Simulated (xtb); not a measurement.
C$_{4}$H$_{9}$KO, charge +1, sextet, geometry from GFN2-xTB of the parent state (such geometries of metal compounds can be far from the true shape) (a state made from the parent by changing its charge; the spin is typed, not shown lowest); GFN1-xTB run with xtb.

Here is a job for xtb.
```
$ xtb mol.xyz --gfn 1 --chrg 1 --uhf 5 --json

# file mol.xyz
15

K      1.17865806     1.52044927     1.52233295
O     -0.07021041     0.34670475     0.18173222
C     -0.44982916    -0.63310286    -0.61390364
C      0.58467577    -1.73806561    -0.79749522
C     -1.80765986    -1.23536986    -0.08292799
C     -0.86626122    -0.03344013    -2.01224332
H      0.21879920    -2.51530211    -1.46022741
H      0.82498563    -2.18539989     0.16721414
H      1.50078357    -1.32257558    -1.21777545
H     -1.59699646    -1.68279658     0.88533723
H     -2.16598743    -1.98523185    -0.77797481
H     -2.54376880    -0.44700386     0.03496130
H      0.03104959     0.39580950    -2.45120272
H     -1.61081285     0.74414666    -1.87705145
H     -1.25642553    -0.82394965    -2.64204347
```

It wrote (shortened):

```
   ID    Z sym.   atoms
    1   19 K      1
    2    8 O      2
    3    6 C      3-6
    4    1 H      7-15

           -------------------------------------------------
          |                Calculation Setup                |
           -------------------------------------------------

molecular fragmentation (1/2 indicates fragments):
111112111111222
# atoms in fragment 1/2:    11     4
 fragment masses (1/2) :       97.18       15.03
CMA distance (Bohr)    :   5.180
constraining FC (au)   :  0.0500

           -------------------------------------------------
          |                 G F N 1 - x T B                 |
           -------------------------------------------------

          ...................................................
          :                      SETUP                      :
          :.................................................:
          :  # basis functions                  42          :
          :  # atomic orbitals                  42          :
          :  # shells                           30          :
          :  # electrons                        31          :
          :  # halogen bonds                     0          :
          :  max. iterations                   250          :
          :  Hamiltonian                  GFN1-xTB          :
          :  restarted?                      false          :
          :  GBSA solvation                  false          :
          :  PC potential                    false          :
          :  electronic temp.          300.0000000     K    :
          :  accuracy                    1.0000000          :
          :  -> integral cutoff          0.2500000E+02      :
          :  -> integral neglect         0.1000000E-07      :
          :  -> SCF convergence          0.1000000E-05 Eh   :
          :  -> wf. convergence          0.2000000E-04 e    :
          :  Broyden damping             0.4000000          :
          :  net charge                          1          :
          :  unpaired electrons                  5          :
          ...................................................

 iter      E             dE          RMSdq      gap      omega  full diag
   1    -17.0075092 -0.170075E+02  0.748E+00    0.01       0.0  T
   2    -17.2956522 -0.288143E+00  0.420E+00    0.16       1.0  T
   3    -17.1592919  0.136360E+00  0.336E+00    0.12       1.0  T
   4    -17.0842709  0.750211E-01  0.272E+00    0.40       1.0  T
   5    -17.3423667 -0.258096E+00  0.115E+00    0.11       1.0  T
   6    -17.4008636 -0.584969E-01  0.624E-01    0.06       1.0  T
   7    -17.4134572 -0.125936E-01  0.372E-01    0.03       1.0  T
   8    -17.4160513 -0.259411E-02  0.256E-01    0.02       1.0  T
   9    -17.4147204  0.133090E-02  0.250E-01    0.02       1.0  T
  10    -17.4145260  0.194399E-03  0.257E-01    0.01       1.0  T
  11    -17.4174602 -0.293417E-02  0.769E-02    0.00       1.0  T
  12    -17.4168815  0.578723E-03  0.106E-01    0.02       1.0  T
  13    -17.4176672 -0.785768E-03  0.177E-02    0.01       1.5  T
  14    -17.4176806 -0.133835E-04  0.305E-03    0.01       8.5  T
  15    -17.4176807 -0.245331E-07  0.251E-03    0.01      10.3  T
  16    -17.4176807 -0.937648E-07  0.636E-04    0.01      40.6  T
  17    -17.4176808 -0.126257E-07  0.268E-04    0.01      96.4  T
  18    -17.4176808 -0.135297E-08  0.111E-04    0.01     232.0  T
  19    -17.4176808 -0.162469E-09  0.797E-06    0.01    3239.6  T

   *** convergence criteria satisfied after 19 iterations ***

         :::::::::::::::::::::::::::::::::::::::::::::::::::::
         ::                     SUMMARY                     ::
         :::::::::::::::::::::::::::::::::::::::::::::::::::::
         :: total energy             -17.218783854888 Eh    ::
         :: gradient norm              0.111276885307 Eh/a0 ::
         :: HOMO-LUMO gap              0.005903488671 eV    ::
         ::.................................................::
         :: SCC energy               -17.417680761059 Eh    ::
         :: -> electrostatic           0.125004328240 Eh    ::
         :: repulsion energy           0.204480922850 Eh    ::
         :: dispersion energy         -0.005584016679 Eh    ::
         :: halogen bond corr.         0.000000000000 Eh    ::
         :: add. restraining           0.000000000000 Eh    ::
         :: total charge               1.000000000000 e     ::
         :::::::::::::::::::::::::::::::::::::::::::::::::::::

           -------------------------------------------------
          |                Property Printout                |
           -------------------------------------------------

    * Orbital Energies and Occupations

         #    Occupation            Energy/Eh            Energy/eV
      -------------------------------------------------------------
         1        2.0000           -1.0098779             -27.4802
       ...           ...                  ...                  ...
         6        2.0000           -0.7862483             -21.3949
         7        2.0000           -0.7854851             -21.3741
         8        2.0000           -0.7790119             -21.1980
         9        2.0000           -0.7347719             -19.9942
        10        2.0000           -0.7309630             -19.8905
        11        2.0000           -0.7229984             -19.6738
        12        1.9582           -0.7104297             -19.3318
        13        1.8819           -0.7093635             -19.3028
        14        1.1599           -0.7058775             -19.2079
        15        1.0000           -0.6711986             -18.2642
        16        1.0000           -0.6589023             -17.9296
        17        1.0000           -0.3334528              -9.0737
        18        0.5285           -0.3140557              -8.5459 (HOMO)
        19        0.4715           -0.3138387              -8.5400 (LUMO)
        20        0.0000           -0.2995369              -8.1508
        21                         -0.2700262              -7.3478
        22                         -0.2622502              -7.1362
        23                         -0.2562979              -6.9742
        24                         -0.2409237              -6.5559
        25                         -0.2342385              -6.3740
        26                         -0.2182485              -5.9388
        27                         -0.2030492              -5.5253
        28                         -0.1822260              -4.9586
        29                         -0.1701037              -4.6288
       ...                                ...                  ...
        42                          0.3540112               9.6331
      -------------------------------------------------------------
                  HL-Gap            0.0002169 Eh            0.0059 eV
             Fermi-level           -0.5107004 Eh          -13.8969 eV

  Mulliken/CM5 charges         n(s)   n(p)   n(d)
     1K     0.40581  0.71490   0.435  0.159  0.000
     2O    -0.35626 -0.70148   1.764  4.592  0.000
     3C     0.36540  0.35365   1.091  2.544  0.000
     4C     0.06992 -0.07769   1.119  2.811  0.000
     5C     0.07757 -0.07007   1.125  2.797  0.000
     6C     0.07757 -0.07007   1.125  2.797  0.000
     7H     0.03137  0.08506   0.969  0.000  0.000
     8H     0.03528  0.08947   0.965  0.000  0.000
     9H     0.03528  0.08947   0.965  0.000  0.000
    10H     0.05236  0.10737   0.948  0.000  0.000
    11H     0.02255  0.07656   0.977  0.000  0.000
    12H     0.05411  0.10945   0.946  0.000  0.000
    13H     0.05236  0.10737   0.948  0.000  0.000
    14H     0.05411  0.10945   0.946  0.000  0.000
    15H     0.02255  0.07656   0.977  0.000  0.000

Wiberg/Mayer (AO) data.
largest (>0.10) Wiberg bond orders for each atom

 ---------------------------------------------------------------------------
     #   Z sym  total        # sym  WBO       # sym  WBO       # sym  WBO
 ---------------------------------------------------------------------------
     1  19 K    0.668 --     8 H    0.116     9 H    0.116     2 O    0.111
     2   8 O    2.071 --     3 C    1.463     4 C    0.125     6 C    0.123
                             5 C    0.123     1 K    0.111
     3   6 C    3.826 --     2 O    1.463     4 C    0.813     5 C    0.741
                             6 C    0.741
     4   6 C    3.702 --     7 H    0.938     3 C    0.813     8 H    0.775
                             9 H    0.775     2 O    0.125
     5   6 C    3.658 --    11 H    0.919    12 H    0.818    10 H    0.786
                             3 C    0.741     2 O    0.123
     6   6 C    3.658 --    15 H    0.919    14 H    0.818    13 H    0.786
                             3 C    0.741     2 O    0.123
     7   1 H    1.101 --     4 C    0.938
     8   1 H    1.123 --     4 C    0.775     1 K    0.116
     9   1 H    1.123 --     4 C    0.775     1 K    0.116
    10   1 H    1.044 --     5 C    0.786
    11   1 H    1.029 --     5 C    0.919
    12   1 H    1.040 --     5 C    0.818
    13   1 H    1.044 --     6 C    0.786
    14   1 H    1.040 --     6 C    0.818
    15   1 H    1.029 --     6 C    0.919
 ---------------------------------------------------------------------------

Topologies differ in total number of bonds
Writing topology from bond orders to xtbtopo.mol

 dipole moment from electron density (au)
     X       Y       Z
  -0.5814  -0.4091  -0.5385  total (Debye):    2.267

           -------------------------------------------------
          | TOTAL ENERGY              -17.218783854888 Eh   |
          | GRADIENT NORM               0.111276885307 Eh/α |
          | HOMO-LUMO GAP               0.005903488671 eV   |
           -------------------------------------------------

normal termination of xtb
```
